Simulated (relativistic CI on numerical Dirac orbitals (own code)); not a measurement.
# One change at a time: Ta31+

Base calculation: Dirac-Coulomb-Breit CI, orbitals from a KLI potential per configuration, model QED, unscaled Slater integrals.

Configuration list (outside the closed core [Ar] 3d10): 4s2 4p6 4d6, 4s2 4p5 4d7, 4s2 4p6 4d5 4f, 4s 4p6 4d7, 4s2 4p5 4d6 4f, 4s 4p6 4d6 4f, 4s2 4p6 4d5 5s, 4s2 4p6 4d4 4f 5s, 4s2 4p6 4d5 5d, 4s2 4p6 4d5 6s, 4s 4p6 4d6 5s, 4p6 4d8, 4p5 4d9, 4p5 4d8 4f, 4s2 4p6 4d4 5s2, 4s2 4p6 4d3 4f 5s2, 4s2 4p5 4d4 4f 5s2, 4s 4p6 4d4 4f 5s2. Double excitations out of closed p, d and f shells are left out; levels of such configurations are missing from the list, as are those of other unlisted configurations, and high levels can miss mixing partners.

Variants: (1) valence Slater integrals scaled by 0.9; (2) QED terms removed; (3) Breit term removed. Shifts of the energy above 4s2 4p6 4d6 5D_4, in cm⁻¹, for the lowest level and the first level of each name with at least 55 % of one term (blank where a level changes its place among those of its configuration and J or its character, or is not in the variant):

```csv
Level,Base,Δ(1),Δ(2),Δ(3)
4s2 4p6 4d6 5D_4,0,0,0,0
4s2 4p6 4d6 5D_3,102577,+2527,-329,+2453
4s2 4p6 4d6 5D_1,118807,+987,-331,+2121
4s2 4p6 4d6 3H_6,137707,-1661,-309,+3678
4s2 4p6 4d6 3G_5,137747,-1758,-306,+3147
4s2 4p6 4d6 3H_5,264339,-1591,-639,+5946
4s2 4p6 4d6 1I_6,276468,-2890,-638,+6517
4s2 4p6 4d6 1G_4,305425,,-616,+5609
4s2 4p6 4d6 1S_0,463295,-17983,-764,+5497
4s2 4p5 4d7 5G°_6,1378542,+9511,+1099,+6831
4s2 4p5 4d7 3P°_0,1413272,+5419,+1094,+5482
4s2 4p5 4d7 5G°_5,1504201,+9261,+761,+9054
4s2 4p5 4d7 3H°_6,1527970,+6330,+760,+9411
```

At this charge energies of transitions that change n are usually good to better than 1 %, and those within a shell (Δn = 0) to a few per cent. Terms inside the open d or f shell come out 10 to 20 % too wide with unscaled integrals.

Ionisation energy from the two ground configurations alone: base 1262.14 eV; Breit term removed 1262.57 eV. The NIST ASD value (theoretical) is 1262 eV.

LS names give the leading component of a level, which can be under half, so a name can repeat, a term be missing and a line seem to break the LS rules.
